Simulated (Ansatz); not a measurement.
Species: GaH$_{3}$ (charge 0, singlet). 
Structure (B3LYP-D3(BJ)/def2-TZVP (Ansatz, an electronic-structure program) minimum search):
```
Ga
H 1 1.5699
H 1 1.5699 2 120.00
H 1 1.5699 2 120.00 3 -180.00
```
Charge 0, spin multiplicity 1.

Basis-set convergence of Hartree-Fock and CCSD correlation energies (hartree) with Ansatz. Correlated levels leave the core frozen unless marked. Spin-orbit coupling is left out. Frozen are the shells of the preceding noble gas and the d and f shells that filled before the atom's block. Non-relativistic.

```csv
basis,functions,E(HF),"E(corr, CCSD)"
def2-SVP,47,-1924.71388,-0.09855
def2-TZVPP,90,-1924.96356,-0.11459
def2-QZVPP,179,-1925.00484,-0.11859
```

Extrapolating the two largest sets (X = 3 and 4) as X^-3: E(corr) = (64·(-0.11859) - 27·(-0.11459))/37 = -0.1215 Eh, an estimate of the basis-set limit. The largest set recovers 97.6 % of it, the smallest 81.1 %.
